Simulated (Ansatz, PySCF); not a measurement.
VO₂F, SMILES [O]=[V](=[O])[F], multiplicity 1.

Geometry: B3LYP-D3(BJ)/def2-SVP. The spin state was assumed, not searched.

Vertical ionisation energy (IE) and electron affinity (EA) in eV. Rows of orbital energies are one-electron estimates. Where ΔSCF, EOM or ADC give a negative EA the extra electron is unbound and the value depends on the basis.

```
level                                                                        IE    EA
------------------------------------------------------------------------  -----  ----
−ε(HOMO), −ε(LUMO), ωB97X/def2-TZVPD (PySCF)                              11.74  2.02
−ε(HOMO), −ε(LUMO), PBE/def2-TZVPD (PySCF)                                 7.60  5.21
ΔSCF, CAM-B3LYP/def2-SVPD (Ansatz), final states of multiplicity 2 and 2  11.99  2.82
ΔSCF, PBE/def2-SVPD (Ansatz), final states of multiplicity 2 and 2        11.59  2.15
```

Problem. What vertical singlet–triplet gap does ΔSCF give with CAM-B3LYP/def2-SVPD (Ansatz, a first-principles code) and with PBE/def2-SVPD (Ansatz)? (An estimate is asked for; the answer gives what the named calculation found.)

Solution. 1.95 and 2.44 eV (triplet above singlet where positive).
